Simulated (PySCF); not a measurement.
## C₆ coefficients of unlike pairs at PBE0

Calculated with PySCF 2.14 from the dipole response of each species, C₆(A,B) = (3/π) ∫ α_A(iu) α_B(iu) du, in atomic units, from isotropic polarisabilities. For ions this is the dispersion term alone; charge-induced terms of lower order in 1/R come first.

| species | configuration | basis | relativity | α (bohr³) | C₆ (like pair) |
| --- | --- | --- | --- | --- | --- |
| Cd³⁺ | [Kr] 4d9 (2D) | aug-cc-pwCVTZ-PP with ECP28MDF (8s8p7d4f3g) | core potential | 3.681 | 16.21 |
| Cr²⁺ | [Ar] 3d4 (5D) | def2-TZVPPD (6s6p4d2f1g) | none | 3.706 | 10.48 |
| Be⁺ | [He] 2s1 (2S) | aug-cc-pV5Z (7s6p5d4f3g2h) | none | 22.28 | 60.27 |
| Xe²⁺ | [Kr] 4d10 5s2 5p4 (3P) | aug-cc-pVQZ-PP with ECP28MDF (7s7p5d3f2g) | core potential | 12.76 | 89.61 |

Task: Estimate C₆ for Cr²⁺ with Cd³⁺.

Result: The integral gives 12.94. The combination rule 2 C_A C_B / (C_A α_B/α_A + C_B α_A/α_B) gives 12.72 and the geometric mean 13.04.

No spin-orbit coupling is included.

The other pairs:

```
      pair     C₆
Xe²⁺, Cr²⁺  29.68
Xe²⁺, Cd³⁺  35.63
 Be⁺, Cr²⁺  17.35
 Be⁺, Cd³⁺  18.87
 Xe²⁺, Be⁺  57.83
```
